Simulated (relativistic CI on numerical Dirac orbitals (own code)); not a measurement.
# What each ingredient does to the levels of La⁶⁺

Base calculation: Dirac-Coulomb-Breit CI, orbitals from a KLI potential per configuration, model QED (radiative potential, 1s self-energy scaled to tabulated hydrogen-like ionisation energies), unscaled Slater integrals.

Configurations in the expansion (outside the closed core [Kr] 4d10): 5s2.5p3, 5s.5p4, 5s2.5p2.4f, 5s2.5p2.5d, 5p5, 5s.5p3.5d, 5s2.5p2.5f, 5s2.5p.4f.5d, 5s.5p3.4f, 5s.5p2.4f2, 5s2.5p2.5g, 5s2.5p2.6s, 5p4.4f, 5s2.5p2.6p, 5s.5p3.5f, 5s.5p3.5g, 5p4.5d, 5s2.5p.4f.6s, 5s2.5p2.6d, 5s2.5p.4f.5g, 5s.5p2.5d2, 5s2.5p.5d.5f, 5p3.4f.5d, 5s2.5p2.7s, 5s.5p3.6s, 5s.5p2.5d.6s, 5s.5p2.4f.5f, 5s2.5p2.7p, 5s2.5p.4f2, 5s2.4f3, 5s2.4f2.5d, 5s.5p.4f2.5d, 5s2.4f2.5f, 5s.5p.4f3, 5s2.5p.5d2, 5s2.4f.5d2, 5s2.5d3, 5s.5p.5d3, 5s2.5d2.5f, 5s.5p.4f.5d2, 5p3.4f2, 5p2.4f3, 5p2.4f2.5d, 5p2.4f2.5f. Double excitations out of closed p, d and f shells are left out; levels of such configurations are missing from the list, as are those of other unlisted configurations, and high levels can miss mixing partners. These lack a partner that the ground configuration has and come out too high: 5s2.5p2.5g, 5s2.5p2.6s, 5s2.5p2.6p, 5s.5p3.5f, 5s.5p3.5g.

Variants: (1) configuration mixing switched off. Shifts of the energy above 5s2.5p3 4S°_3/2, in cm⁻¹, for the lowest level and the first level of each name with at least 55 % of one term (blank where a level changes its place among those of its configuration and J or its character, or is not in the variant):

| Level | Base | Δ(1) |
| --- | --- | --- |
| 5s2.5p3 4S°_3/2 | 0.0 | 0.0 |
| 5s2.5p3 2D°_3/2 | 20583.9 | +2492.6 |
| 5s2.5p3 2D°_5/2 | 28100.8 | +3299.2 |
| 5s2.5p3 2P°_1/2 | 42630.1 | +4360.1 |
| 5s2.5p3 2P°_3/2 | 58592.7 | +4775.4 |
| 5s.5p4 4P_5/2 | 137172.0 | +9824.9 |
| 5s2.5p2.4f 4G°_9/2 | 141866.4 | -7143.2 |
| 5s2.5p2.4f 2G°_7/2 | 142058.7 | -6201.2 |
| 5s2.5p2.4f 2G°_9/2 | 147085.2 | -6151.9 |
| 5s2.5p2.4f 4G°_11/2 | 148757.8 | -6835.1 |
| 5s2.5p2.4f 4D°_1/2 | 150495.3 | -6214.3 |
| 5s.5p4 4P_3/2 | 150702.6 | +10858.7 |
| 5s.5p4 4P_1/2 | 154221.7 | +10732.8 |
| 5s2.5p2.4f 2D°_3/2 | 157990.1 | -7843.6 |

At this charge configurations can still be misplaced by up to about 7 % of their energy. Levels and lines within the n = 5 or 6 shells can be off by up to 10 % or somewhat more, and those that change n by about 2 %, since core polarisation is missing. Levels that differ in their count of f electrons can be misplaced by several ten thousand cm⁻¹, since the correlation energy of f electrons is missing or only estimated; rates across such gaps can be off by orders of magnitude.

Ionisation energy from the two ground configurations alone: base 88.3 eV. The NIST ASD value (theoretical) is 88 eV.

LS names give the leading component of a level, which can be under half, so a name can repeat, a term be missing and a line seem to break the LS rules.
